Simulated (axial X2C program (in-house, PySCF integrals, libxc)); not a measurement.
Density and ELF of HfBr⁻

All values were computed with an axial X2C code built on PySCF integrals. Spin-free means the one-electron spin-free X2C Hamiltonian. Basis: Hf dyall-acv3z [14s15p10d7f4g], Br dyall-acv3z [9s10p7d5f1g] (cores contracted in-house); Gaussian nuclei, density fitting, unrestricted open shells. Masses: Hf 179.947 u, Br 78.918 u.

PBE0, spin-free, state M_S = 1, Λ = 0 (beyond evenly filled blocks: δ+α, δ-α); Hf at z = 0, Br at z = 2.592 Å.

The maps cover the half plane through the axis: z from -2.4 to 4.8 Å along the bond, ρ from 0.15 to 2.25 Å away from it (steps of 0.3 Å, the bottom row nearest the axis).

log10 of the density in e/bohr³:

digits 0 to 9 span -4.18 to 1.78 evenly
```
1122222222222222222111000
1222233333322222222221100
2222333333333333333322110
2223334444333334444332211
2233334454443444554443221
2233345666544455555543321
2333456777654556676544321
2333456898654556897554322
```

Electron localisation function (collinear form, no current term, damped to 0 at low density):

digits 0 to 9 span 0.00 to 1.00 evenly
```
4566666665420000111100000
6777666666421012333321000
8887655555321124565542100
9986433443211256777654210
9985211343101477888875310
9984003565301677557876420
9983025434512772232687531
9982145525532762744487531
```

Axial spin density in 10⁻³ e/bohr³:

digits 0 to 9 span -5.68 to 5.68 evenly, values beyond are clipped
```
4444556676665555555555455
4444567898766555555444444
4444569999976555554444444
4333479999996555444444444
3322379999996554444444444
3211159999986554344444444
2100039999955543444444444
2100049091965544324344444
```

The state is one determinant whose occupation by symmetry is held fixed; it was picked as the lowest of a PBE0 search that is not exhaustive. PBE0 can misorder states that lie within some tenths of an eV, so this need not be the ground state of the molecule. The nearest other spin-free determinant of the search, M_S = 1, Λ = 3, lies 0.05 eV up at the distance of the search. The highest occupied level of some functionals is positive through self-interaction error; at Hartree–Fock it is bound. The determinant is spin-polarised beyond a pure state at some levels (its spin-free form has ⟨S²⟩ too high), which makes Re and μ there less reliable.
